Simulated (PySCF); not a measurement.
## Tb2S3 at several levels of theory

Computed with PySCF 2.14.0 (density fitting, no spin-orbit coupling) at the geometry relaxed with r2SCAN:

```xyz
5
Tb2S3 (singlet in the valence; each metal's 4f electrons, 8 of them, lie in its core potential, out of spins and levels)
Tb    0.2454   -0.5707    2.3385
Tb    0.2454   -0.5707   -2.3385
S     0.6735   -1.5666    0.0000
S    -0.6751    1.5705    2.5339
S    -0.6751    1.5705   -2.5339
```

```csv
level,basis,state,HOMO (eV),gap (eV),charge on Tb1 (e),population of f-type functions on Tb1 (polarisation alone where 4f lies in the core),dipole about the centre of mass (D),largest force component (eV/Å)
r2SCAN,"Tb lcecp-1-SVP with ECP54, S def2-SVP",singlet,-4.72,2.01,0.68,0.03,11.78,0.02
TPSS,the same,singlet,-4.60,1.70,0.67,0.03,11.41,0.21
```

In the lcecp rows the 4f levels are missing from HOMO and gap, and the state counts the valence alone.

Charges are Mulliken's, which hang on the basis. The relaxation used the grid (50, 194), these runs (75, 302) or, all-electron (x2c bases, spin-free X2C Hamiltonian), (99, 590).

Problem. A further run in the first row's basis gives HOMO (eV) -4.36, gap (eV) 1.26, charge on Tb1 (e) 0.51, population of f-type functions on Tb1 (polarisation alone where 4f lies in the core) 0.03, dipole about the centre of mass (D) 10.46, largest force component (eV/Å) 0.47. Which level was it?
A. TPSSh
B. revPBE
C. BLYP

Solution. C. The others give HOMO -4.52 eV (revPBE); -4.99 eV (TPSSh).

In the first row's basis the gap widens with exact exchange: 1.3 to 2.0 eV for BLYP, revPBE, TPSS, r2SCAN (none); 2.3 eV for TPSSh (a fixed share).

No frequency check is given that shows the relaxed geometry to be a minimum. An lcecp potential fixes the number of 4f electrons, so in runs with it no electron can move into or out of that shell.
